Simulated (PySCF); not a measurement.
VF5 (singlet state).
Structure used (PBE0-D3(BJ)/def2-SVP), in Å, numbered top down from 1:
```
atom  x, y, z in Å
F1    -1.616    0.491    0.294
V2     0.004   -0.004   -0.007
F3    -0.523   -0.935   -1.309
F4     0.452    1.602   -0.248
F5     0.084   -0.684    1.533
F6     1.624   -0.500   -0.308
```

Theory: PBE0-D3(BJ)/def2-SVP geometry optimisation, gas phase (PySCF 2.14.0).

(1) Which atoms are bound to V2, and at what distances?

(2) List the angles at V2.

(3) What is the shape at V2?

(4) What are the rotational constants (commonest isotopes, rigid rotor)?

Answers

(1) 5 atoms: F3 1.685 Å, F4 1.685 Å, F5 1.685 Å, F6 1.721 Å, F1 1.721 Å.

(2) 
| angle | degrees | distance of the outer atoms (Å) |
| --- | --- | --- |
| F1–V2–F6 | 180.0 | 3.44 |
| F4–V2–F5 | 120.1 | 2.92 |
| F3–V2–F4 | 120.0 | 2.92 |
| F3–V2–F5 | 119.9 | 2.92 |
| F3–V2–F6 | 90.0 | 2.41 |
| F1–V2–F5 | 90.0 | 2.41 |
| F1–V2–F4 | 90.0 | 2.41 |
| F1–V2–F3 | 90.0 | 2.41 |
| F4–V2–F6 | 90.0 | 2.41 |
| F5–V2–F6 | 89.9 | 2.41 |

(3) Trigonal bipyramidal: τ5 = (β − α)/60° = 1.00 from the two widest angles, 180.0° and 120.1° (0 for a square pyramid, 1 for a trigonal bipyramid). The V–F distances aren't all alike: 1.685 to 1.721 Å.

(4) A = 3123, B = 2615, C = 2611 MHz: a prolate symmetric top.

Point group: D3h (every atom within 0.08 Å of its image). Charge 0, singlet. PBE0-D3(BJ)/def2-SVP frequencies: not computed here.

Time: 56 s of wall time; peak memory 0.42 GiB. Hardware: one thread, Arm Neoverse N1 (aarch64), no GPU, shared host with 64 logical CPUs at a one-minute load of 57. That covers the optimisation of the geometry.
